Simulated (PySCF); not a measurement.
Isomers of C4H8Si. Isolated molecules, 0 K electronic values unless said otherwise. One relaxed conformer stands for each flexible species; it need not be the lowest. Strings in code marks are SMILES.

The T1 excitation (TDA) from two functionals at the same geometries (B3LYP-D3(BJ)/def2-TZVP), both in PySCF: PBE-D3(BJ)/def2-TZVP and B3LYP-D3(BJ)/def2-TZVP. B3LYP has the VWN-RPA correlation part, as in Gaussian. Excitations are Tamm–Dancoff values on a coarser integration grid. The basis has no diffuse functions, so Rydberg states are missing or too high.

| species | PBE-D3(BJ)/def2-TZVP (eV) | B3LYP-D3(BJ)/def2-TZVP (eV) |
|---|---|---|
| `C=CC[SiH]=C` (C–C–C–Si torsion -104°, C–C–Si–C torsion -114°) | 2.78 | 2.84 |
| `[SiH3]C1=CCC1` | 4.13 | 4.10 |
| `C=CC(C)=[SiH2]` (C–C–C–Si torsion 180°) | 1.92 | 1.94 |
| `C[C@@H]1CC1=[SiH2]` | 2.50 | 2.51 |
| `C=C=[Si](C)C` | 2.95 | 3.00 |
| `C#CC[SiH2]C` | 5.35 | 5.41 |

Over these rows, drawn at random from the members with no instability flagged (it was tested for open shells, ions and some series alone), PBE minus B3LYP-D3(BJ): mean -0.03 eV, from -0.06 eV to +0.03 eV.
